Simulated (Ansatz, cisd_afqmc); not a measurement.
System: Mn, charge 0, sextet.

Total energies in def2-SVP, 7 correlated electrons, 9 frozen orbitals. Open shells are spin-unrestricted; no spin-orbit coupling. Correlated methods leave the cores frozen (noble-gas shells, and filled d and f shells in the p block). No relativity. AFQMC/CISD: phaseless, guided by CISD from CCSD amplitudes; bars are statistical, one sigma. Outlying blocks are dropped, and bars are widened where a walk drifts. Over all cases where full CI ran beside it in this data, AFQMC minus full CI had a median of +0.1 mEh and passed +0.4 mEh in a tenth of the cases. Open-shell metal atoms are single determinants of the lowest configuration found, not pure terms.

```csv
method,program,energy (Eh),minus CCSDTQ (mEh)
HF,Ansatz,-1149.69728,88.82
MP2,Ansatz,-1149.76876,17.35
CCSD,Ansatz,-1149.78423,1.88
CCSD(T),Ansatz,-1149.78585,0.26
CCSDT(Q),Ansatz,-1149.78611,-0.01
CCSDTQ,Ansatz,-1149.78611,0.00
AFQMC/CISD,cisd_afqmc,-1149.7860 ± 0.0001,0.1 ± 0.1
```

Ansatz is an electronic-structure program.
